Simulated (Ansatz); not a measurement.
Input for Ansatz (a first-principles code): R-PBE0/def2-TZVPP on TaAl, 2S+1 = 1, a spin state set in the input, which need not be the lowest. Elements past Kr take the def2 small-core potentials; no spin–orbit coupling.

Ansatz 0.2 input:
```yaml
crystal:
  periodic: [false, false, false]
  atoms:
    - {symbol: Ta, position_ang: [0.00000000, 0.00000000, 0.00000000]}
    - {symbol: Al, position_ang: [0.00000000, 0.00000000, 2.76400000]}
basis:
  gaussian:
    orbitals: def2-TZVPP
hamiltonian:
  xc: {name: PBE0}
relax: {f_tol: 0.002, max_steps: 120}
```

**Question.** Give the final energy of this run.

**Answer.** -299.1000 hartree.

**Question.** How many basis functions does it have, and what does it roughly cost on one machine?

**Answer.** 98 functions; about 30 core-seconds (a rough figure).
